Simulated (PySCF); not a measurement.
# Bond lengths and vibrations by method: BCClH3O anion

All numbers below are calculated, not measured. They come from PySCF 2.14.0, an open-source quantum chemistry program, on an isolated molecule that a program drew, which may never have been made. The molecule is BCClH3O anion (charge -1, singlet), drawn as the SMILES string `CB([O-])Cl`.

The geometry was optimised and harmonic frequencies were computed with HF and MP2, all in the aug-cc-pV(D+d)Z basis, for the commonest isotopes, with a restricted reference for singlets and an unrestricted one otherwise, and a frozen core in MP2. Each result is a local minimum of its method.

Geometry at the HF minimum:
```xyz
7
BCClH3O anion, angstrom
C    -2.4373   -0.6826    0.1219
B    -1.3947   -1.0285   -1.0272
O    -0.4260   -0.4902   -1.5734
Cl   -1.9675   -2.9662   -1.6910
H    -3.4589   -0.6894   -0.2652
H    -2.2234    0.3049    0.5409
H    -2.3970   -1.4245    0.9226
```

Lengths of the bonds as drawn, in Å (atoms numbered as above):
| bond | HF | MP2 |
|---|---|---|
| C1-B2 | 1.590 | 1.603 |
| B2-O3 | 1.235 | 1.276 |
| B2-Cl4 | 2.127 | 2.035 |
| C1-H5 | 1.092 | 1.104 |
| C1-H6 | 1.094 | 1.104 |
| C1-H7 | 1.092 | 1.104 |

Rotational constants, in GHz:
| constant | HF | MP2 |
|---|---|---|
| A | 8.525 | 8.389 |
| B | 4.06 | 4.227 |
| C | 2.797 | 2.861 |

Harmonic frequencies in cm^-1, each column in rising order, so a row needn't be the same motion in every method:
| rank | HF | MP2 |
|---|---|---|
| 1 | 151 | 143 |
| 2 | 189 | 262 |
| 3 | 277 | 291 |
| 4 | 427 | 424 |
| 5 | 465 | 432 |
| 6 | 851 | 811 |
| 7 | 966 | 881 |
| 8 | 980 | 914 |
| 9 | 1403 | 1275 |
| 10 | 1549 | 1445 |
| 11 | 1557 | 1454 |
| 12 | 1819 | ? |
| 13 | 3143 | 3039 |
| 14 | 3209 | 3130 |
| 15 | 3216 | 3135 |

**Estimate the missing MP2 frequency from the HF column.**

A single factor s that minimises the squared misfit of MP2 against s times HF over the other rows is sum(HF x MP2) / sum(HF^2) = 0.9624, with an rms misfit of 41 cm^-1. For rank 12 it gives 0.9624 x 1819 = 1751 cm^-1. The calculation gives 1622 cm^-1, 129 cm^-1 below the estimate. The drawn bonds are on average 0.5 % longer in MP2 than in HF.
